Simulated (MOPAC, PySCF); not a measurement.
[Ta(Cl)(F)4], neutral singlet in the gas phase. 

Z-matrix (Å, degrees):
```
Ta
F 1 1.8853
F 1 1.8853 2 146.00
F 1 1.8853 2 85.10 3 -73.71
F 1 1.8853 2 85.10 4 147.41
Cl 1 2.2785 2 107.00 4 -106.29
```
Charge 0, multiplicity 1.

All levels are single points at this geometry (PBE-D3(BJ)/def2-SVP); Pople sets use spherical d functions. Orbital energies aren't observables, and empty levels follow the basis.

```json
[
 {"level": "PBE-D3(BJ)/def2-TZVP in PySCF", "HOMO (eV)": "-9.47", "LUMO (eV)": "-3.52", "gap (eV)": "5.95", "dipole (D)": "1.47", "vertical IE, Delta-SCF (eV)": "–"},
 {"level": "TPSSh-D3(BJ)/def2-TZVP in PySCF", "HOMO (eV)": "-10.21", "LUMO (eV)": "-3.17", "gap (eV)": "7.04", "dipole (D)": "1.49", "vertical IE, Delta-SCF (eV)": "–"},
 {"level": "B3LYP/6-311+G** (LANL2DZ on Ta) in PySCF", "HOMO (eV)": "-11.00", "LUMO (eV)": "-3.83", "gap (eV)": "7.17", "dipole (D)": "1.88", "vertical IE, Delta-SCF (eV)": "–"},
 {"level": "B3LYP/LANL2DZ in PySCF", "HOMO (eV)": "-11.21", "LUMO (eV)": "-4.08", "gap (eV)": "7.13", "dipole (D)": "1.44", "vertical IE, Delta-SCF (eV)": "–"},
 {"level": "M06-2X/6-31G* (LANL2DZ on Ta) in PySCF", "HOMO (eV)": "-12.46", "LUMO (eV)": "-2.42", "gap (eV)": "10.04", "dipole (D)": "1.20", "vertical IE, Delta-SCF (eV)": "–"},
 {"level": "SVWN5/6-31G* (LANL2DZ on Ta) in PySCF", "HOMO (eV)": "-9.55", "LUMO (eV)": "-3.87", "gap (eV)": "5.67", "dipole (D)": "0.94", "vertical IE, Delta-SCF (eV)": "–"},
 {"level": "HF/6-31G* (LANL2DZ on Ta) in PySCF", "HOMO (eV)": "-14.73", "LUMO (eV)": "-0.04", "gap (eV)": "14.69", "dipole (D)": "1.31", "vertical IE, Delta-SCF (eV)": "14.68"},
 {"level": "PM6 in MOPAC", "HOMO (eV)": "-11.51", "LUMO (eV)": "-2.27", "gap (eV)": "9.24", "dipole (D)": "2.40", "vertical IE, Delta-SCF (eV)": "–"},
 {"level": "PM7 in MOPAC", "HOMO (eV)": "-11.91", "LUMO (eV)": "-2.15", "gap (eV)": "9.76", "dipole (D)": "3.05", "vertical IE, Delta-SCF (eV)": "–"}
]
```
